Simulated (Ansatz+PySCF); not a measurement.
**singlet B₃N₃H₆: levels of theory in one basis**

```xyz
12

B     1.4457    0.0000    0.0000
N     0.7039    1.2192    0.0000
B    -0.7229    1.2520    0.0000
N    -1.4078    0.0000    0.0000
B    -0.7229   -1.2520    0.0000
N     0.7039   -1.2192    0.0000
H     2.6556    0.0000    0.0000
H     1.2096    2.0950    0.0000
H    -1.3278    2.2998    0.0000
H    -2.4191    0.0000    0.0000
H    -1.3278   -2.2998    0.0000
H     1.2096   -2.0950    0.0000
```

Basis set: def2-SVP (spherical functions). Frozen core: 6 orbitals. Charge 0, multiplicity 1.

Computed with Ansatz (development build ahead of 0.2.0); each method stands on the lowest determinant of its kind that the runs found. NEVPT2 correlates all electrons. Active spaces start from the frontier orbitals, and the lowest solution found is given.

```json
{"method": "RHF", "E − E(RHF) (eV)": "0.00", "<S²> of the determinant": "0.00"}
{"method": "RHF-MP2", "E − E(RHF) (eV)": "-20.03", "<S²> of the determinant": "–"}
{"method": "CASSCF(6,6)", "E − E(RHF) (eV)": "-1.45", "<S²> of the determinant": "–"}
{"method": "CASSCF(2,2)", "E − E(RHF) (eV)": "-0.38", "<S²> of the determinant": "–"}
{"method": "SC-NEVPT2(6,6)", "E − E(RHF) (eV)": "-20.08", "<S²> of the determinant": "–"}
```

Question: What does SC-NEVPT2(2,2) give on the same scale?

Answer: -20.36 eV. NEVPT2 here correlates all electrons, so it doesn't share the others' frozen core.

Question: Is a single determinant a sound starting point here?

Answer: By this sign, yes. Unrestricted orbitals gain 0.00 eV and <S²> is 0.00 against 0.00 for a pure state. The CASSCF(6,6) natural occupations are 1.98, 1.98, 1.98, 0.02, 0.02, 0.02. The CASSCF(2,2) natural occupations are 1.98, 0.02.
